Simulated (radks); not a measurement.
Values are calculated unless marked as measured or tabulated.
Ionisation of neutral gallium, [Ar] 3d10 4s2 4p1, to Ga+, [Ar] 3d10 4s2, under several functionals. Scalar-relativistic Kohn-Sham, spin-polarised, spherical densities, finite nucleus; open shells are filled with parallel spins first; a radial shooting solver on a logarithmic mesh with Libxc functionals.

| functional | E(Ga) (hartree) | Exc (hartree) | IE (eV) | -e(HOMO) (eV) | <r> HOMO (bohr) | IE error (eV) |
|---|---|---|---|---|---|---|
| RPBE | -1944.15228 | -75.70096 | 5.818 | 2.837 | 3.398 | -0.182 |
| revPBE | -1944.09125 | -75.63912 | 5.816 | 2.834 | 3.382 | -0.184 |
| XLYP | -1944.61802 | -76.16530 | 5.822 | 2.724 | 3.401 | -0.177 |
| r2SCAN | -1944.25074 | -75.77935 | 5.850 | 2.960 | 3.302 | -0.149 |
| exchange-only PBE | -1942.48612 | -73.98773 | 5.328 | 2.407 | 3.574 | -0.672 |
| PBE | -1943.93399 | -75.47728 | 5.873 | 2.870 | 3.379 | -0.127 |

NIST Atomic Spectra Database: 5.999 eV (measured). Closest: PBE. The Delta-SCF values span 0.55 eV, the total energies 2.13 hartree. The highest occupied level is 4p. Open shells are spherical and high-spin; term and fine-structure splittings are not resolved.
